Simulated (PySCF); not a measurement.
Isomers C5H9ClO2Si:

A. `C=C[C@@H]1COC[Si@@H](Cl)O1`
B. `C[C@@H](Cl)/C(C=O)=C/O[SiH3]`
C. `COCOC1=C([SiH2]Cl)C1`

Spectrum 1. ¹H NMR (400 MHz, computed): δ 9.01 (s, 1H), 7.66 (s, 1H), 5.43 (s, 3H), 4.51 (q, 1H), 1.60 (d, 3H). ¹³C{¹H} NMR (computed): δ 194.6 (CH), 177.4 (CH), 126.2 (C), 59.8 (CH), 33.4 (CH3).

Spectrum 2. ¹H NMR (400 MHz, computed): δ 6.07 (m, 1H), 6.01 (m, 1H), 5.83 (m, 1H), 5.62 (m, 1H), 4.71 (m, 1H), 3.86 (m, 1H), 3.80 (m, 1H), 3.78 (m, 1H), 3.58 (m, 1H). ¹³C{¹H} NMR (computed): δ 147.2 (CH), 124.0 (CH2), 79.9 (CH), 76.6 (CH2), 68.3 (CH2).

Spectrum 3. ¹H NMR (400 MHz, computed): δ 5.69 (s, 2H), 5.54 (s, 2H), 3.80 (s, 3H), 1.75 (s, 2H). ¹³C{¹H} NMR (computed): δ 171.5 (C), 103.9 (CH2), 66.8 (C), 60.0 (CH3), 18.4 (CH2).

Computed data (PySCF): geometry: GFN2-xTB, NMR shieldings at PBE0/pcSseg-1/GIAO. Non-relativistic Hamiltonian, isolated molecule, rapidly exchanging positions averaged, one conformer.

References, each an isolated molecule treated in the same way: ¹H (σ = 31.72 ppm) and ¹³C (σ = 186.93 ppm) vs TMS. Where no couplings were computed, multiplicities follow the n + 1 count of equivalent neighbours, and m marks all less simple cases (inequivalent or close neighbours, rings, F or P nearby). Shifts are as computed. Against solution values, carbons near 30 ppm lie about +3 ppm off and those near 130 ppm about +5 ppm; carbons on Cl a further +6 ppm. Of 1309 compounds with measured shifts, 239 miss one by over three times the rms of a fit or turn the order of signals round; such compounds aren't used in these exercises. Carbons bonded to Cl come out too deshielded.

Which spectrum belongs to which compound?

Answers

1–B, 2–A, 3–C.

- Spectrum 1 (B): 5 ¹³C signals; δC 194.6 is an aldehyde carbonyl carbon; δC 177.4 is an alkene carbon bearing oxygen.
- Spectrum 2 (A): 5 ¹³C signals; δC 147.2 is an alkene CH; δC 124.0 is a terminal =CH2 carbon.
- Spectrum 3 (C): 5 ¹³C signals; δC 171.5 is an alkene carbon bearing oxygen; δC 103.9 is an sp3 carbon bearing two oxygens.
